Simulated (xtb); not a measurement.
BFH4O3Si, SMILES F[SiH2]OB(O)O. All values are semi-empirical tight-binding results from xtb (GFN2-xTB unless named), good for trends rather than for accurate numbers. The structure is a stationary point at GFN2-xTB. The structure was generated by enumeration, and PubChem lists no compound with its InChIKey, so it may never have been made. The values are those of a single conformer.

The geometry has at least one imaginary mode, so it is a saddle point at that level.

| Item | Result |
|---|---|
| orbital gap | 6.60 eV |
| dipole moment | 2.25 D |
| static polarisability (D4 model) | 61.5 bohr³ |
| solvation energy, GFN2-xTB/ALPB(water) | -8.2 kcal/mol |
| solvation energy, GFN2-xTB/ALPB(methanol) | -7.3 kcal/mol |
